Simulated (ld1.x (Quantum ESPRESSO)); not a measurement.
## Which setting gave this result? (fluorine, TM)

Base potential:

* Element: fluorine
* Generator: ld1.x (Quantum ESPRESSO) 7.5
* Type: norm-conserving Troullier–Martins (Kleinman–Bylander form)
* Functional: PBEsol
* Relativity: non-relativistic
* Frozen core: [He]
* Valence charge: 7
* Reference configuration: 2s2 2p5
* Partial waves: 2p (bound): rc 1.50 bohr; 2s (bound): rc 0.75 bohr
* Local potential: the s channel
* Core correction: none

Cutoffs, loose and tight: the cutoffs (Ry, on a coarse ladder) from which the occupation-weighted sum of valence levels, in a spherical-Bessel basis at the reference potential, stays within 10 and 1 mRy of its value at 400 Ry. They do not see the model core or the augmentation charge, which bear on the density cutoff. Test errors are all-electron minus pseudo excitation energies from the reference, over the configurations 2s2 2p4; 2s2 2p3; 2s2 2p2; 2s2 2p5.3; 2s1 2p6; 2s2 2p4.5; 2s2 2p1; variants that change the core or the reference have their own tests.

Only the s radius is moved (1 further runs of the sweep failed or gave no value and are left out):

```json
{"s radius (bohr)": "0.66", "cutoff, loose": "120 Ry", "cutoff, tight": "260 Ry", "bound ghosts": "none", "largest test error (meV)": "+2869"}
{"s radius (bohr)": "0.76", "cutoff, loose": "140 Ry", "cutoff, tight": "230 Ry", "bound ghosts": "none", "largest test error (meV)": "+2895"}
{"s radius (bohr)": "0.96", "cutoff, loose": "80 Ry", "cutoff, tight": "160 Ry", "bound ghosts": "none", "largest test error (meV)": "+3058"}
{"s radius (bohr)": "1.1", "cutoff, loose": "70 Ry", "cutoff, tight": "140 Ry", "bound ghosts": "none", "largest test error (meV)": "+3260"}
```

Question: One more run gave cutoff, loose: 90 Ry; cutoff, tight: 180 Ry; bound ghosts: none; largest test error (meV): +3007. Which value of the s radius was used?

Answer: 0.9 bohr. The tight cutoff moves one way along this sweep, from 260 Ry at 0.66 to 140 Ry at 1.1 bohr, which places the run between 0.76 and 0.96 bohr.
